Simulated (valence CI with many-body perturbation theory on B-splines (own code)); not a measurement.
The numbers below are computed, except where a source is named.
**Sensitivity of CI+MBPT for Mo XXX**

Level of theory: valence CI with perturbative core correlation (CI+MBPT): three valence electrons over a frozen Dirac-Fock core [Ne], radial functions for each j: 6 s, 6 p, 5 d, 3 f, 1 g, with the one-electron correlation potential Σ1 (screened to all orders), the two-electron term Σ2, the three-electron term Σ3, Breit, model QED; selected single and double excitations, second order for the rest, scaled by the run's own slope (own B-spline code, finite nucleus).

The last digits are not significant, and no measured levels were compared; by estimate large intervals hold to a few tenths of a per cent, small ones and those within an open d or f shell to about a per cent.

The reference run has the lowest level (3s^2 3p1/2) J=1/2 and an ionisation energy of 1601.45 eV. Its largest variational space holds 2878 state functions.

Levels are named by their leading jj configuration (3d3/2^4 stands for four electrons in 3d with j = 3/2), which in mixed levels can hold well under half, so a name can repeat and another be missing. Letters in brackets count levels of one name in rising energy.

Changed runs:
A. box radius (bohr) 2.8096 → 3.29
B. correlating orbitals by l 3 3 3 2 1 → 1 1 1 0 1
C. lowest core n in screening and Σ2 1 → 1; Davidson tolerance 2e-05 → 0.0003
D. factor on the speed of light 1 → 0.9 (bad on purpose)

Excitation energies of the reference run in cm⁻¹, and shifts in cm⁻¹:

| Level | Reference | A | B | C | D |
| --- | --- | --- | --- | --- | --- |
| (3s^2 3p3/2) J=3/2 | 204071 | -0.1 | -54 | 0 | +51452 |
| (3s 3p1/2^2) J=1/2 | 539792 | 0 | -293 | 0 | +17204 |
| (3s 3p1/2 3p3/2) J=3/2 [a] | 668399 | -0.1 | -584 | 0 | +60348 |
| (3s 3p1/2 3p3/2) J=5/2 | 724027 | -0.1 | -297 | 0 | +63718 |
| (3s 3p1/2 3p3/2) J=3/2 [b] | 816944 | -0.1 | +195 | 0 | +62776 |
| (3s 3p1/2 3p3/2) J=1/2 | 891673 | 0 | +737 | 0 | +55834 |
| (3s 3p3/2^2) J=5/2 | 914272 | -0.2 | -166 | 0 | +101773 |
| (3s^2 3d3/2) J=3/2 | 1080940 | -0.2 | +1016 | 0 | +69537 |
| (3s 3p3/2^2) J=1/2 | 1096850 | -0.1 | +948 | 0 | +107734 |
| (3s 3p3/2^2) J=3/2 | 1151500 | -0.2 | +1523 | 0 | +94210 |
| (3s^2 3d5/2) J=5/2 | 1162620 | -0.3 | +1820 | 0 | +69530 |
| (3p1/2^2 3p3/2) J=3/2 | 1403060 | -0.1 | -9.2 | 0 | +69849 |
| Ionisation energy (eV) | 1601.45 | -7e-05 | -0.09 | 0 | +7.66 |

No effect on these energies: C.
